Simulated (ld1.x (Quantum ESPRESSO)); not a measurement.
# Reading a pseudo-wave (Ge)

Columns: radius, all-electron u(r) and pseudo u(r) of the 3d shell (level -38.61 eV) of germanium in the configuration [Ar] 3d10 4s2 4p1; LDA (PZ), scalar-relativistic, ultrasoft scheme, ld1.x (Quantum ESPRESSO) 7.5.

```
r (bohr)  all-electron  pseudo
   0.093        0.1428  0.0096
   0.185        0.5121  0.0697
   0.278        0.8543  0.2080
   0.370        1.0613  0.4103
   0.463        1.1447  0.6365
   0.555        1.1408  0.8257
   0.648        1.0854  0.9381
   0.740        1.0050  0.9585
   0.833        0.9133  0.9069
   0.925        0.8212  0.8214
   1.018        0.7316  0.7316
   1.110        0.6488  0.6488
   1.203        0.5723  0.5723
   1.295        0.5039  0.5039
   1.388        0.4421  0.4421
   1.480        0.3877  0.3877
   1.573        0.3390  0.3390
   1.665        0.2965  0.2965
   1.758        0.2587  0.2587
   1.850        0.2258  0.2258
   1.943        0.1967  0.1967
   2.035        0.1714  0.1714
   2.128        0.1492  0.1492
   2.220        0.1299  0.1299
   2.313        0.1129  0.1129
   2.405        0.0982  0.0982
```

(1) How many radial nodes do the two functions have?

(2) At about which radius was the pseudo-wave matched?

(3) Where does each function peak?

(4) Is the pseudo-wave norm-conserving?

Answers

(1) The all-electron 3d function has n − l − 1 = 0; the pseudo-wave has 0.

(2) 1.00 bohr, where the columns begin to agree (steps of 0.09 bohr).

(3) Outermost all-electron maximum near 0.46 bohr, pseudo maximum near 0.74 bohr (to the table’s step).

(4) No, it belongs to an ultrasoft set: the norm inside the radius is not constrained, and the difference is carried by the augmentation charge.
